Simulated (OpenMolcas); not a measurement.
# Ta³⁺: effect of the IPEA shift

```
Program             : OpenMolcas
Basis               : ANO-RCC-VTZP [8s7p5d3f2g1h]
Scalar Hamiltonian  : DKH2, point nucleus
Active space        : 8 electrons in 8 orbitals (RAS1 5p, at most 2 holes; RAS2 5d)
State averaging     : 2S+1 = 3 even, 10 roots; 2S+1 = 1 even, 15 roots
Spin-orbit coupling : RASSI with atomic mean-field integrals over the reference wave functions, term energies averaged over their components
```

Methods on the same reference wave functions:
A. RASSCF
B. SS-RASPT2, IPEA 0 Eh, imaginary shift 0.1 Eh (closed shells correlated: 5s)
C. SS-RASPT2, IPEA 0.25 Eh, imaginary shift 0.1 Eh (closed shells correlated: 5s)

Energies in cm-1 above 5d2 3F2.

| Level | A | B | C |
| --- | --- | --- | --- |
| 5d2 3F2 | 0.0 | 0.0 | 0.0 |
| 5d2 3F3 | 4901 | 5190 | 5240 |
| 5d2 3F4 | 9464 | 9630 | 9680 |
| 5d2 3P0 | 12858 | 11690 | 11960 |
| 5d2 1D2 [57 %] | 13519 | 11420 | 11200 |
| 5d2 3P1 | 15501 | 14610 | 14830 |
| 5d2 3P2 [62 %] | 20821 | 19290 | 19360 |
| 5d2 1G4 | 21811 | 19990 | 19950 |
| 5d2 1S0 | 41495 | 36030 | 36910 |

Between B and C the level of the table that moves most is 5d2 1S0, by 880 cm-1 (lowest in B, highest in C). Moves below CASPT2's spread within the term are not significant.

From A to B the spin-free energies of the other terms of 5d2 shown, above 3F, scale by factors of 0.64 to 0.89.

The lowest spin-free term lies below A's lowest term by 0.181 hartree in B, 0.177 hartree in C.

Term energies are means over components that CASPT2 splits; among the terms shown or strongly mixed into the levels shown the widest spread is 540 cm-1 (5d2 1G, B). Active for correlation alone: 5p; no level in the range computed is led by a configuration that opens it, so any true level of that kind is missing. Without dynamic correlation excited terms often stand tens of per cent too high (terms of higher spin than the ground term too low), and those without a measured partner can miss by more than the paired ones (holds for A). Only configurations of the active space appear.

A share in square brackets marks a mixed level and gives the weight of the term that names it, the lowest over the columns.
